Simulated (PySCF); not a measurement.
SMILES O[Si]([OH+][Si](O)(O)O)(O)O (H7O7Si2 (cation, charge +1)) (GFN2-xTB optimised geometry):

```
16

O     -0.903     1.184     0.000
Si    -0.331    -0.309     0.000
O      1.260    -0.309     0.000
O     -1.002    -1.434    -0.914
O     -0.813    -1.009     1.512
Si    -0.533    -0.341     3.088
O     -1.373     1.009     3.153
O     -1.169    -1.566     3.892
O      1.036    -0.043     3.171
H     -1.812     1.434    -0.155
H      1.812     0.451     0.174
H     -0.793    -1.593    -1.830
H     -1.284    -1.850     1.473
H     -1.012     1.888     3.058
H     -1.450    -1.537     4.803
H      1.722    -0.694     3.305
```

Level of theory: PySCF with CAM-B3LYP/def2-TZVP.

**Question.** What are the frontier orbital energies?

**Answer.** HOMO-2 -15.80 eV, HOMO-1 -15.60 eV, HOMO -15.46 eV, LUMO -3.42 eV, LUMO+1 -2.31 eV.

On the same geometry PBE/def2-TZVP run with PySCF gives HOMO-2 -12.48 eV, HOMO-1 -12.28 eV, HOMO -12.15 eV, LUMO -5.20 eV, LUMO+1 -4.03 eV.

Meta-Löwdin charges at CAM-B3LYP/def2-TZVP: O1 -0.74, Si2 1.67, O3 -0.74, O4 -0.75, O5 -0.66, Si6 1.67, O7 -0.74, O8 -0.75, O9 -0.74, H10 0.39, H11 0.39, H12 0.39, H13 0.43, H14 0.39, H15 0.39, H16 0.39.
